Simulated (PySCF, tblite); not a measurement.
Isomers of C4H7N3O, one GFN2-xTB conformer each. Single-point energies are computed at PBE0/pcSseg-1 (PySCF, gas phase, no added dispersion term), electronic only.

```
       SMILES  GFN2-xTB relative energy (kJ/mol)
 COc1cn(C)nn1                                0.0
COc1nn[nH]c1C                                7.7
```

Conformers: `[CH3:1][O:2][c:3]1[cH:4][n:5]([CH3:6])[n:7][n:8]1` with C1–O2–C3–C4 -179°; `[CH3:1][O:2][c:3]1[n:4][n:5][nH:6][c:7]1[CH3:8]` with C1–O2–C3–N4 0°.

Problem. What does PBE0/pcSseg-1 give for the same structures?

Solution. 
| SMILES | PBE0/pcSseg-1 E (Eh) | PBE0/pcSseg-1 (kJ/mol) | GFN2-xTB (kJ/mol) | point group |
| --- | --- | --- | --- | --- |
| COc1nn[nH]c1C | -395.57775 | 0.0 | 7.7 | – |
| COc1cn(C)nn1 | -395.57111 | 17.4 | 0.0 | Cs |

GFN2-xTB puts COc1cn(C)nn1 lowest instead. As drawn, the lower has an N–H bond, which the higher lacks.

Problem. Which frontier levels, dipoles and rotational constants go with these structures?

Solution. 
| SMILES | HOMO (eV, PBE0/pcSseg-1) | LUMO (eV) | dipole (D) | A, B, C (MHz) |
| --- | --- | --- | --- | --- |
| COc1nn[nH]c1C | -6.36 | 0.09 | 3.29 | 3470, 1942, 1265 |
| COc1cn(C)nn1 | -6.52 | 0.02 | 3.00 | 7453, 1320, 1138 |

Problem. What happens when harmonic zero-point energies from GFN2-xTB frequencies are added?

Solution. 
```tsv
SMILES	ZPE (kJ/mol)	electronic (kJ/mol)	with ZPE (kJ/mol)
COc1nn[nH]c1C	304.5	0.0	0.0
COc1cn(C)nn1	304.0	17.4	16.9
```

The zero-point energies span 0.5 kJ/mol. The order is unchanged.
